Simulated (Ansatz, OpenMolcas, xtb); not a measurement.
## Ligand exchange: BrF + SiH3(BH2) → SiH3Br + BH2F

Species: BrF (bromine fluoride), singlet; SiH3(BH2) (boranylsilane), singlet; SiH3Br `[SiH3]Br`, singlet; BH2F `BF`, singlet. The partners trade F for SiH3: Br–F and B–SiH3 bonds give way to Br–SiH3 and B–F.

Shapes, held fixed at every level: PBE0-D4/def2-TZVP. Programs: Ansatz 0.2.0, OpenMolcas 26.06, xtb 6.7.1. Electronic energies: no zero-point or thermal term.

```json
{"level": "GFN1-xTB", "kind": "semi-empirical", "ΔE (kJ/mol)": "-471.7"}
{"level": "SVWN5/STO-3G", "kind": "LDA", "ΔE (kJ/mol)": "-506.1"}
{"level": "PBE0/STO-3G", "kind": "global hybrid", "ΔE (kJ/mol)": "-474.5"}
{"level": "CAM-B3LYP/STO-3G", "kind": "range-separated hybrid", "ΔE (kJ/mol)": "-472.8"}
{"level": "BCCD(T)/STO-3G", "kind": "coupled cluster or CI", "ΔE (kJ/mol)": "-445.5"}
{"level": "CCSD/STO-3G", "kind": "coupled cluster or CI", "ΔE (kJ/mol)": "-435.4"}
{"level": "CCSDT/STO-3G", "kind": "coupled cluster or CI", "ΔE (kJ/mol)": "-447.1"}
{"level": "FCI/STO-3G", "kind": "exact in the basis", "ΔE (kJ/mol)": "-446.5"}
{"level": "B3LYP/6-31G* (spherical functions)", "kind": "global hybrid", "ΔE (kJ/mol)": "-496.1"}
```

B3LYP/6-31G* (spherical functions) gives ΔE = -496.1 kJ/mol; the levels span -506.1 to -435.4. The median of the levels is -471.7. No measured value is set beside it here. Relativity is left out for Br. Outer-core shells of Br are correlated, in sets that cover them unevenly. Rows in sets without polarisation functions are far from converged.
